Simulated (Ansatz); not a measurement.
Ansatz (a first-principles code) input (CCSD(T)/cc-pVTZ):

Ansatz 0.2 input:
```yaml
crystal:
  periodic: [false, false, false]
  atoms:
    - {symbol: Si, position_ang: [0.85940154, -0.21254147, 0.82318077]}
    - {symbol: H, position_ang: [1.90355144, -0.47605547, -0.29003220]}
    - {symbol: Cl, position_ang: [-0.81971605, 0.20303742, -0.66085286]}
basis:
  gaussian:
    orbitals: cc-pVTZ
total_charge: -1
magnetization: {spin_polarized: true, initial_magnetization: 1}
correlation: {method: ccsd_t, electrons: outside_noble_gas}
```

End of the output:

```
10 core orbitals not correlated
reference -20383.12611744 eV, -749.0660686367 hartree; 7, 6 occupied and 65, 66 virtual orbitals, 485 factors
second order -8.04480329 eV of doubles, -0.00000000 eV of singles
coupled cluster: 0.25 GiB planned
cycle   1  -8.98209538 eV  change   -3.0e-1 eV  update   1.6e-2
cycle   2  -8.99110417 eV  change   -9.0e-3 eV  update   3.7e-3
cycle   3  -8.99172168 eV  change   -6.2e-4 eV  update   1.4e-3
cycle   4  -8.99253431 eV  change   -8.1e-4 eV  update   6.3e-4
cycle   5  -8.99273289 eV  change   -2.0e-4 eV  update   3.2e-4
cycle   6  -8.99278696 eV  change   -5.4e-5 eV  update   1.3e-4
cycle   7  -8.99281586 eV  change   -2.9e-5 eV  update   5.4e-5
cycle   8  -8.99281606 eV  change   -2.0e-7 eV  update   2.3e-5
cycle   9  -8.99280870 eV  change    7.4e-6 eV  update   9.9e-6
perturbative correction -0.36663852 eV, -0.0134737170 hartree
Total energy: -20392.48556465 eV, -749.4100219779 hartree
```
